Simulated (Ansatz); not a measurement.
Program: Ansatz. Geometries: PBE0-D4/def2-TZVP. ΔE: electronic, gas phase. CCSD(T)/CBS adds triple-zeta CCSD(T) − MP2 to the extrapolated MP2 energy (def2 sets, frozen cores). This one scheme is used for every species. For Ga outer-core shells are correlated without core-valence functions, which leaves a few kJ/mol of doubt a bond. Scalar relativity is left out up to krypton. One conformer a species, not always the lowest.

`C[O][Ga]([OH])[OH]` + H₂O → `[OH][Ga]([OH])[OH]` + CH₃OH  (formal hydrolysis of a Ga–O bond)

| species | CCSD(T)/CBS(def2) energy (Eh) |
| --- | --- |
| `C[O][Ga]([OH])[OH]` | -2190.60370 |
| H₂O | -76.37941 |
| `[OH][Ga]([OH])[OH]` | -2151.36698 |
| CH₃OH | -115.61712 |

(1) Work out ΔE.

Largest T1 diagnostic among the species: 0.014.

Answers

(1) ΔE = (-2151.36698) + (-115.61712) − (-2190.60370) − (-76.37941) = -0.00099 Eh = -2.6 kJ/mol.

The D4 term adds +4.9 kJ/mol with B3LYP and +2.8 kJ/mol with PBE0; it sums over pairs of atoms, weighted by their polarisabilities, and B3LYP, whose exchange is more repulsive, gets the larger term. In def2-TZVPP, CCSD(T) changes the Hartree–Fock value by +6.1 kJ/mol (the triples alone add +1.0 kJ/mol) and MP2 by +6.5 kJ/mol.

B3LYP here is the variant with VWN-RPA as its local correlation; programs differ in this.
